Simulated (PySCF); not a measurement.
C4H4BNO, SMILES OB1CC=C1C#N.

Geometry optimised at PBE0-D3(BJ)/def2-SVP. The structure was generated by enumeration, and PubChem lists no compound with its InChIKey, so it may never have been made. One conformer was computed; it need not be the lowest.

Calculation: PySCF with CAM-B3LYP/def2-TZVP.

```json
{
  "total_energy": "-309.62016 hartree",
  "point_group": "Cs",
  "highest_occupied_level": "-9.31 eV",
  "lowest_empty_level": "-0.69 eV",
  "orbital_gap": "8.62 eV",
  "dipole_moment": "1.255 e·Å",
  "quadrupole, principal values (traceless, Buckingham form, about the centre of nuclear charge)": "-10.96, 2.70, 8.26 D·Å",
  "mean_static_polarisability": "65.3 bohr³ (9.68 Å³)",
  "polarisability_principal_values": "41.3, 62.4, 92.3 bohr³"
}
```
